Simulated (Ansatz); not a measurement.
The cluster PbF3⁻, relaxed as a singlet with RKS r2SCAN-D4/def2-TZVPD in Ansatz, starting from the GFN1-xTB geometry. Force threshold 0.02 eV/Å.

In the def2 sets Pb takes a core potential; there is no spin–orbit coupling. The structure comes from a short search, and lower isomers may exist.

Start:

Cartesian coordinates in Å:
```
Pb 0.4706 0.2546 0.4856
F -1.3518 -0.6473 1.2893
F 1.2316 -1.3092 -0.8455
F -0.3504 1.7019 -0.9294
```

| step | energy (eV) | largest force component (eV/Å) | SCF passes |
| --- | --- | --- | --- |
| 1 | -13407.2990 | 0.549 | 18 |
| 2 | -13407.4008 | 0.160 | 27 |
| 3 | -13407.4020 | 0.093 | 22 |
| 4 | -13407.4023 | 0.003 | 23 |

Force components are those of the run's own axes.

End:

```
atom    x (Å)    y (Å)    z (Å)
 Pb1   0.5255   0.2905   0.5452
  F2  -1.2812  -0.6289   1.1678
  F3   1.1059  -1.2322  -0.8119
  F4  -0.3503   1.5706  -0.9010
```

By distances, no bond broke or formed. The bond that changes most is Pb1–F3, from 2.19 to 2.12 Å (atoms count from 1).

No frequencies were taken in this run, so the end may be a saddle point.

Run time 6.5 s (4 threads of Arm Neoverse V1 on a shared host).
